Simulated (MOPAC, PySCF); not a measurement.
HAlCl$_{2}$, SMILES `[Cl][AlH][Cl]`, neutral singlet in the gas phase. 

Cartesian coordinates (Å):
SMILES: [Cl][AlH][Cl]
```xyz
4

Cl     1.8162    -0.8247    -0.1390
Al    -0.0066     0.1431     0.1372
Cl    -1.7316    -1.0182     0.2427
H     -0.0781     1.6998     0.2621
```
Charge 0, spin multiplicity 1.

All levels are single points at this geometry (PBE0-D3(BJ)/def2-TZVP); Pople sets use spherical d functions. Orbital energies aren't observables, and empty levels follow the basis.

ωB97X-D3(BJ)/def2-TZVP in PySCF gives gap (eV) = 12.29.

Estimate the gap (eV) from each of these levels: B3LYP/3-21G in PySCF; B3LYP/6-311+G** in PySCF; B3LYP/6-31G* in PySCF; B3LYP/LANL2DZ in PySCF; M06-2X/6-31G* in PySCF; PBE/6-31G* in PySCF; HF/3-21G in PySCF; HF/6-31G* in PySCF; HF/STO-3G in PySCF; AM1 in MOPAC; PM6 in MOPAC; PM7 in MOPAC.


```
level                     gap (eV)
------------------------  --------
B3LYP/3-21G in PySCF          7.09
B3LYP/6-311+G** in PySCF      7.32
B3LYP/6-31G* in PySCF         7.34
B3LYP/LANL2DZ in PySCF        7.14
M06-2X/6-31G* in PySCF        9.65
PBE/6-31G* in PySCF           5.67
HF/3-21G in PySCF            13.47
HF/6-31G* in PySCF           13.84
HF/STO-3G in PySCF           17.14
AM1 in MOPAC                  9.97
PM6 in MOPAC                 11.46
PM7 in MOPAC                 10.38
```
